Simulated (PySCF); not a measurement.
SiCl2Br2, SMILES Br[Si](Br)(Cl)Cl. Atoms are numbered in the order given.

```xyz
5

Cl     0.0000    -1.6605     1.5922
Si     0.0000     0.0000     0.4059
Cl     0.0000     1.6605     1.5922
Br     1.7978     0.0000    -0.8545
Br    -1.7978     0.0000    -0.8545
```
Charge 0, spin multiplicity 1.

Geometry optimised at PBE0-D3(BJ)/def2-SVP.

Level of theory: PBE0/def2-TZVP in PySCF.

Symmetry labels are those of the subgroup C2v that the program uses (full group C2v).

Computed valence orbital energies around the gap with their symmetry:
```json
[
 {"orbital": "HOMO−7", "symmetry": "A1", "energy (eV)": "-10.40"},
 {"orbital": "HOMO−6", "symmetry": "A2", "energy (eV)": "-10.33"},
 {"orbital": "HOMO−5", "symmetry": "B2", "energy (eV)": "-9.96"},
 {"orbital": "HOMO−4", "symmetry": "B1", "energy (eV)": "-9.93"},
 {"orbital": "HOMO−3", "symmetry": "A1", "energy (eV)": "-9.63"},
 {"orbital": "HOMO−2", "symmetry": "B2", "energy (eV)": "-9.16"},
 {"orbital": "HOMO−1", "symmetry": "A2", "energy (eV)": "-8.98"},
 {"orbital": "HOMO", "symmetry": "B1", "energy (eV)": "-8.84"},
 {"orbital": "LUMO", "symmetry": "A1", "energy (eV)": "-1.33"},
 {"orbital": "LUMO+1", "symmetry": "B1", "energy (eV)": "0.17"},
 {"orbital": "LUMO+2", "symmetry": "B2", "energy (eV)": "0.19"},
 {"orbital": "LUMO+3", "symmetry": "A1", "energy (eV)": "0.24"}
]
```
